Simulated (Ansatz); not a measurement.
Species: CH2BI2, net charge 0, doublet state. It need not be the lowest isomer of its formula. 
Coordinates optimised at B3LYP-D3(BJ)/def2-TZVP (Ansatz, an electronic-structure program):
```xyz
6

C     -2.3201    -0.2722     0.1413
B     -0.8331    -0.0977     0.0508
I      0.4680    -1.6587     0.7254
I     -0.0175     1.7115    -0.7529
H     -3.0138     0.4928    -0.1888
H     -2.7740    -1.1718     0.5414
```
Charge 0, spin multiplicity 2.

Basis-set convergence of Hartree-Fock and MP2 correlation energies (hartree) with Ansatz. Correlated levels leave the core frozen unless marked. UHF or UKS for open shells. No spin-orbit coupling. The frozen core is the preceding noble-gas configuration, with the filled d and f shells of earlier blocks. Past Kr the def2 sets carry scalar-relativistic core potentials.

```tsv
basis	functions	E(HF)	E(corr, MP2)
def2-SVP	90	-656.99598	-0.38991
def2-TZVPP	190	-657.08453	-0.51290
def2-QZVPP	338	-657.08935	-0.56708
```

Extrapolating the two largest sets (X = 3 and 4) as X^-3: E(corr) = (64·(-0.56708) - 27·(-0.51290))/37 = -0.6066 Eh, an estimate of the basis-set limit. The largest set recovers 93.5 % of it, the smallest 64.3 %.
